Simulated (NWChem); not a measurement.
Species: C₃H₃ClF₂; SMILES F[C@H]1[C@@](F)(C1)Cl

Computed with NWChem. Medium grid unless said otherwise, to which SCAN and Minnesota functionals are sensitive. The geometry was optimised at PBE0/def2-SVP. Hybrids' shares of exact exchange are those that their runs print; pure functionals count as 0. The functionals differ in more than this share.

```csv
row,share of exact exchange,highest occupied level (eV)
PBE/def2-SVP,0.00,-6.47
BLYP/def2-SVP,0.00,-6.30
B3LYP/def2-SVP,0.20,withheld
r2SCAN0/def2-SVP,0.25,-8.28
MPW1K/def2-SVP,0.43,-9.19
```

Fit a straight line of the last column on the one before it, predict the withheld value, and compare with the run.


1. Means of the 4 shown rows: x = 0.170, y = -7.560. Slope Σ(x − x̄)(y − ȳ)/Σ(x − x̄)² = -0.8809/0.1318 = -6.684; intercept -6.424.
2. The shown rows scatter about the line by 0.126 (root mean square); the largest residual is -0.18, at r2SCAN0/def2-SVP.
3. At x = 0.20 (B3LYP/def2-SVP; inside the shown range) the line gives -7.76.
4. The run gives -7.72, +0.04 from the line, 0.3 times the scatter.
